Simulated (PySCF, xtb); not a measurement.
BBr2, SMILES [B](Br)Br (connectivity only; charge and spin as stated), charge +1, multiplicity 1.

Harmonic wavenumbers (cm⁻¹) from GFN2-xTB (xtb 6.7.1) at its own minimum, in rising order: 226, 226, 356, 1355.

**Question.** What does B3LYP-D3(BJ)/def2-TZVP run with PySCF 2.14.0 give at its own minimum? (The exact figures need the calculation; the answer reports its results.)

**Answer.** 277, 277, 331, 1261. Paired by order, the mean absolute difference is 55 cm⁻¹ and the zero-point energies are 3.1 and 3.1 kcal/mol.
